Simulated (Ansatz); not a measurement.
Two isomers of B2FH5OSi: A = `B[SiH2]OBF`, B = `OBB(F)[SiH3]`.

Computed with Ansatz on PBE0-D4/def2-TZVP structures; ΔE is electronic, products minus reactants. CBS: MP2 limit from def2 TZ/QZ plus the TZ coupled-cluster correction, frozen cores. DFT in def2-TZVPP. B3LYP here is the variant with VWN-RPA as its local correlation; programs differ in this. One conformer a species, not always the lowest.

(1) Which is lower in electronic energy at CCSD(T)/CBS, and by how much? (An estimate is asked.)

(2) Give E(B) − E(A) in kcal/mol with B3LYP, CCSD/def2-TZVPP, r2SCAN-D4, CCSD(T)/def2-TZVPP, HF/def2-TZVPP, MP2/def2-TZVPP, PBE0-D4. (An estimate is asked.)

Largest T1 diagnostic: 0.015.

Results:

(1) Ansatz gave: A, by 30.8 kcal/mol.

(2) Ansatz gave: B3LYP 29.7, CCSD/def2-TZVPP 31.5, r2SCAN-D4 29.6, CCSD(T)/def2-TZVPP 30.5, HF/def2-TZVPP 37.6, MP2/def2-TZVPP 32.5, PBE0-D4 26.9. None reverses the order clearly.

In def2-TZVPP, CCSD(T) changes the Hartree–Fock value by −7.2 kcal/mol (the triples alone add −1.1 kcal/mol) and MP2 by −5.1 kcal/mol. From PBE to PBE0 (25 % exact exchange), in def2-TZVPP and without D4, E(B) − E(A) moves by +3.0 kcal/mol.
